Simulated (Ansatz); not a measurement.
# Forces away from equilibrium

InH$_{3}$Se (SMILES [SeH][InH2]), singlet, displaced at random from its PBE0-D4/def2-TZVP minimum.

```xyz
5
angstrom
Se 1.0872 -1.0019 0.9878
In -0.1068 0.7175 -0.3895
H 0.0637 -2.1030 0.7327
H -1.6716 0.0685 -0.9784
H 0.6599 2.1621 -0.4802
```

Ansatz 0.2.0; basis: def2-TZVPP; cores frozen in the correlated methods. Filled d shells of the heavier atoms are correlated. Core potentials replace the inner electrons of the atoms past krypton. The def2 sets are not built for correlating such inner shells, so the correlated values are less sure here.

CCSD(T) forces from the calculation:
```
atom      Fx      Fy  Fz (eV/Å)
 Se1  -0.619  -0.854     -0.145
 In2  -1.300  -1.361     -0.089
  H3   0.722   0.899      0.162
  H4   0.816   0.469      0.200
  H5   0.381   0.847     -0.128
```

(1) Which atom feels the largest CCSD(T) force, and how large is it?

T1 diagnostic: at most 0.013.

## Answers

(1) In2, 1.88 eV/Å, along (-0.69, -0.72, -0.05).

Root-mean-square difference of the force components from those of CCSD(T): PBE-D4 0.163; r2SCAN-D4 0.044; PBE0-D4 0.032; wB97M-V 0.026 eV/Å.

For scale, one of the runs: CCSD(T)/def2-TZVPP forces, 140 basis functions (an equivalent command: `ansatz run in.yaml --threads 2`). The run took 5.1 min on 2 CPU threads (shared host), with 1.4 GiB of host memory at its peak.
